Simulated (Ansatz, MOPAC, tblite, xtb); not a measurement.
Bond stretch in In2(mu-NH2)2(F)4, H4F4In2N2, singlet. The N3–H12 bond (N3 also carries H, In, In; H12 carries nothing else) is stretched with both fragments frozen at the PBE0/def2-SVP, def2 effective core potentials past Kr optimised geometry.

Levels: GFN1-xTB (xtb); GFN2-xTB, 300 K electronic temperature (tblite); AM1, restricted, heats of formation (MOPAC); UKS-PBE0 = unrestricted PBE0/def2-SVP, def2 effective core potentials past Kr (Ansatz, a quantum-chemistry and plane-wave program).

Energies relative to the lowest point of each curve near equilibrium, in kcal/mol; the last columns give the difference from UKS-PBE0:

```tsv
R / Å	GFN1-xTB	GFN2-xTB	AM1	UKS-PBE0	GFN1-xTB − UKS-PBE0	GFN2-xTB − UKS-PBE0	AM1 − UKS-PBE0
0.84	22.2	23.0	15.0	25.5	-3.3	-2.5	-10.5
0.90	7.9	8.5	5.2	9.9	-2.0	-1.4	-4.8
0.97	0.9	1.2	0.2	1.5	-0.7	-0.3	-1.3
0.98	0.5	0.7	0.0	1.0	-0.5	-0.2	-1.0
1.02	0.0	0.0	0.1	0.0	0.0	0.0	0.1
1.06	1.0	0.7	1.5	0.7	0.3	0.0	0.8
1.11	3.7	2.9	4.9	3.3	0.4	-0.4	1.6
1.16	7.7	6.2	9.6	7.4	0.3	-1.1	2.2
1.23	14.6	12.1	17.7	14.7	-0.1	-2.6	3.0
1.36	29.8	24.5	35.5	31.0	-1.1	-6.5	4.6
1.50	47.0	38.4	55.9	49.5	-2.5	-11.2	6.4
1.68	67.4	55.3	81.6	72.3	-4.9	-17.0	9.3
1.91	89.1	74.0	110.8	96.3	-7.2	-22.3	14.6
2.12	104.2	87.9	132.5	108.4	-4.1	-20.5	24.1
2.49	122.1	105.8	158.9	117.8	4.3	-12.0	41.2
2.95	134.0	119.1	178.3	121.5	12.5	-2.5	56.8
```

GFN1-xTB is furthest from UKS-PBE0 at 2.95 (12.5 kcal/mol, above); its mean absolute difference over the points is 2.8 kcal/mol.

GFN2-xTB is furthest from UKS-PBE0 at 1.91 (-22.3 kcal/mol, below); its mean absolute difference over the points is 6.3 kcal/mol.

AM1 is furthest from UKS-PBE0 at 2.95 (56.8 kcal/mol, above); its mean absolute difference over the points is 11.4 kcal/mol.

The restricted form behind AM1 keeps the bonding electrons paired and can't separate into open-shell fragments. The unrestricted determinant behind UKS-PBE0 is spin-contaminated at 1.91 to 2.95 Å (<S²> up to 1.0, against 0.00 for a pure singlet).
